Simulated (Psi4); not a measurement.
Two rigid molecules brought together: H2 ··· HF (SMILES [H][H] and F), singlet. Monomers: optimised at B3LYP-D3(BJ) (def2-TZVP), held rigid. Orientation: lowest of the rigid-body minima from ten starts at GFN2-xTB. R is the distance of the centres of mass, along which the second monomer moves.

- SAPT0/jun-cc-pVDZ, frozen core (Psi4)
- MP2/aug-cc-pVTZ = DF-MP2/aug-cc-pVTZ, frozen core, counterpoise-corrected (Psi4)
- BLYP/def2-TZVP, counterpoise-corrected (Psi4)
- PBE/def2-TZVP, counterpoise-corrected (Psi4)
- wB97X-V/def2-TZVP, counterpoise-corrected (Psi4)
- CCSD(T)/aug-cc-pVDZ = DF-CCSD(T)/aug-cc-pVDZ, frozen core, counterpoise-corrected (Psi4 1.11)

Cost and agreement with CCSD(T)/aug-cc-pVDZ over the 12 points of the scan, with CCSD(T)/aug-cc-pVDZ as yardstick. Costs are rough ratios of core time within Psi4 on shared cores, each with its mean field (Kohn-Sham runs search longer for lower solutions than correlated ones do); the miss is the largest difference from CCSD(T) of the interaction energy, in kcal/mol.

Which is the cheapest of these levels that stays within 0.31 kcal/mol of CCSD(T)/aug-cc-pVDZ?

MP2/aug-cc-pVTZ.

| level | relative cost | largest difference |
|---|---|---|
| SAPT0/jun-cc-pVDZ | 1 | 0.35 |
| MP2/aug-cc-pVTZ | 2 | 0.29 |
| BLYP/def2-TZVP | 3 | 0.32 |
| PBE/def2-TZVP | 4 | 0.99 |
| wB97X-V/def2-TZVP | 50 | 0.14 |

Costs within a factor of two of each other count as equal.
